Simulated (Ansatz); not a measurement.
The same hydrogenolysis along the group B, Al, Ga.

Computed with Ansatz on PBE0-D4/def2-TZVP structures; ΔE is electronic, products minus reactants. CCSD(T)/CBS adds triple-zeta CCSD(T) − MP2 to the extrapolated MP2 energy (def2 sets, frozen cores). This one scheme is used for every species. Functionals use def2-TZVPP. For Ga outer-core shells are correlated without core-valence functions, which leaves a few kJ/mol of doubt a bond. Scalar relativity is left out up to krypton. Each species was taken in one conformer, which may not be the lowest.

| reaction | PBE-D4 (kcal/mol) | CCSD/CBS(def2) (kcal/mol) |
| --- | --- | --- |
| `COB(S)S` + H₂ → `COBS` + H₂S | 11.3 | 8.2 |
| `C[O][Al]([SH])[SH]` + H₂ → `C[O][AlH][SH]` + H₂S | 22.2 | 21.3 |
| `C[O][Ga]([SH])[SH]` + H₂ → `C[O][GaH][SH]` + H₂S | 16.3 | 15.5 |

Task: Give the CCSD(T)/CBS values in the same order. (Best estimate.)

Result: The calculation gave: 9.9, 22.4, 16.6 kcal/mol.

Largest T1 diagnostic: 0.014, for `C[O][GaH][SH]`.
